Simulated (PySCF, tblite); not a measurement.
Isomers of C2H5O2Si (doublet state), one GFN2-xTB conformer each. Single-point energies are computed at B3LYP/pcH-1 (PySCF, gas phase, no added dispersion term), electronic only. GFN2-xTB treats the open shell by occupation alone, and not every SCF solution was tested for stability.

Question: Rank them by B3LYP/pcH-1 energy, lowest first (kcal/mol).
A. `[CH3:1][O:2][SiH:3][CH:4]=[O:5]` (doublet state) with C1–O2–Si3–C4 -3°, O2–Si3–C4–O5 1°
B. `[CH3:1][O:2][SiH2:3][C:4]=[O:5]` (doublet state) with C1–O2–Si3–C4 62°, O2–Si3–C4–O5 -142°

Answer: B (0.0), A (10.6).

GFN2-xTB itself gives, in the same order: 0.0, 0.0. Both levels put the same isomer lowest.

Question: What happens when harmonic zero-point energies from GFN2-xTB frequencies are added?

Answer: 
```csv
SMILES,ZPE (kcal/mol),electronic (kcal/mol),with ZPE (kcal/mol)
CO[SiH2][C]=O,40.2,0.0,0.0
CO[SiH]C=O,41.7,10.6,12.1
```

The zero-point energies span 1.5 kcal/mol. The order is unchanged.
